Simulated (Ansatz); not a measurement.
Geometry optimisation, RKS PBE0/def2-SVP (Ansatz 0.2.0).

Input file:

```yaml
crystal:
  periodic: [false, false, false]
  atoms:
    - { symbol: B, position_ang: [-0.890537, 0.128472, 0.509783] }
    - { symbol: Br, position_ang: [1.686087, -1.330873, -1.032546] }
    - { symbol: H, position_ang: [-1.663647, -0.293494, -0.30247] }
    - { symbol: H, position_ang: [-0.599995, -0.394995, 1.547567] }
    - { symbol: H, position_ang: [1.619975, 0.134199, -0.897095] }
    - { symbol: Cl, position_ang: [-0.151883, 1.756791, 0.174761] }
basis:
  gaussian: { orbitals: def2-SVP }
hamiltonian:
  xc: pbe0
relax:
  f_tol: 0.03
  max_steps: 50
```

Launched with:

```bash
$ ansatz run input.yaml --threads 2 --pin off --max-ram 3072MiB --backend cpu --events-out ev --progress --plain --runs-dir out
```

Q: Where does it end, and by what steps?

A: The forces met the threshold. The force dipped under the threshold on the way, but the program's further checks kept it going. After 10 steps the energy has fallen by 0.087 eV; H5 moved furthest, 0.42 Å.

| step | energy less start (eV) | largest force component (eV/Å) | accepted |
| --- | --- | --- | --- |
| 0 | 0.0000 | 1.091 | yes |
| 1 | -0.0537 | 0.830 | yes |
| 2 | -0.0069 | 1.005 | no |
| 3 | -0.0741 | 0.291 | yes |
| 4 | -0.0789 | 0.108 | yes |
| 5 | -0.0812 | 0.070 | yes |
| 6 | -0.0635 | 0.936 | no |
| 7 | -0.0847 | 0.144 | yes |
| 8 | -0.0868 | 0.027 | yes |
| 9 | -0.0870 | 0.068 | yes |
| 10 | -0.0873 | 0.006 | yes |

```xyz
6
Properties=species:S:1:pos:R:3
B -0.882 0.149 0.506
Br 1.456 -1.269 -0.898
H -1.622 -0.316 -0.319
H -0.571 -0.414 1.522
H 1.978 0.039 -1.106
Cl -0.358 1.810 0.295
```

Whether the end is a true minimum wasn't checked by a vibrational analysis.

Time of the run: 6.5 s on 2 threads of AMD EPYC 9R45 96-Core Processor (Zen 5) (shared host), peak memory 0.18 GiB.
